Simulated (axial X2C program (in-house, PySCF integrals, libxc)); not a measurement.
# Potential curves of ZrP, 2c

Calculated with an in-house relativistic program for diatomic molecules. Two-component (2c) means X2C with spin–orbit coupling and atomic mean-field two-electron Coulomb and Gaunt terms. Basis: Zr dyall-cv3z [11s12p9d6f3g], P dyall-v3z [8s7p2d1f] (cores contracted in-house); Gaussian nuclei, density fitting, unrestricted open shells. Masses: Zr 89.905 u, P 30.974 u.

State: Ω = 1/2 (⟨Sz⟩ = 0.50, ⟨Lz⟩ = 0.00 at PW91). Energies in eV from the lowest point of each curve. Fits are polynomials in 1 − R0/R over 0.85 to 1.23 times the lowest point R0.

```tsv
R (Å)	PW91
1.8922	1.6242
1.9792	0.7318
2.0445	0.3248
2.1097	0.0934
2.1750	0.0000
2.2511	0.0261
2.3272	0.1606
2.4251	0.4428
2.5447	0.8803
2.7188	1.5397
```

One determinant describes the state; a PBE0 search over occupations chose it and may have missed a lower one. Density functionals use the spin component along the axis (collinear). The determinant is spin-polarised beyond a pure state at some levels (its spin-free form has ⟨S²⟩ too high), which makes Re and μ there less reliable.

Q: What are Re and ωe at the PW91 level?

A: At PW91, 2c: Re = 2.197 Å, ωe ≈ 524 cm⁻¹; Be follows as 0.152 cm⁻¹.
